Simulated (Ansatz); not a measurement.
Ansatz (a quantum-chemistry and plane-wave program) input (r2SCAN/def2-TZVPD):

Ansatz 0.2 input:
```yaml
crystal:
  periodic: [false, false, false]
  atoms:
    - {symbol: Cr, position_ang: [-0.00000000, -0.00000000, -1.11168607]}
    - {symbol: Mo, position_ang: [0.00000000, 0.00000000, 0.63524918]}
basis:
  gaussian:
    orbitals: def2-TZVPD
hamiltonian:
  xc: {name: r2SCAN}
output: {forces: true}
```

End of the output:

```
integrals: 0.03 GiB planned
750 factors; their error is unknown
mean field: 0.23 GiB planned
mean field evaluation 1: about -30199.4958 eV, gradient 2.5e2 eV
mean field evaluation 2: about -29577.9073 eV, gradient 6.6e2 eV
mean field evaluation 4: about -30028.5621 eV, gradient 3.9e2 eV
mean field evaluation 8: about -30273.8666 eV, gradient 4.3e0 eV
mean field evaluation 16: about -30274.3388 eV, gradient 5.0e-5 eV
mean field -30274.33883036 eV, -1112.5614313317 hartree, gradient 5.0e-5 eV, S^2 0.000000; 0 other end points of the search recorded, 0 dependent functions left out
the calculation of the forces begins
reference -30274.33884064 eV, -1112.5614317098 hartree; 19, 19 occupied and 69, 69 virtual orbitals, 750 factors
Total energy: -30274.33884064 eV, -1112.5614317098 hartree
Atom 0 at    -0.000000    -0.000000    -1.111686 Å, force    -0.000000    -0.000000    -0.420436 eV/Å
Atom 1 at     0.000000     0.000000     0.635249 Å, force     0.000000     0.000000     0.420436 eV/Å
Dipole moment:    -0.000000     0.000000    -0.034011 e Å
```
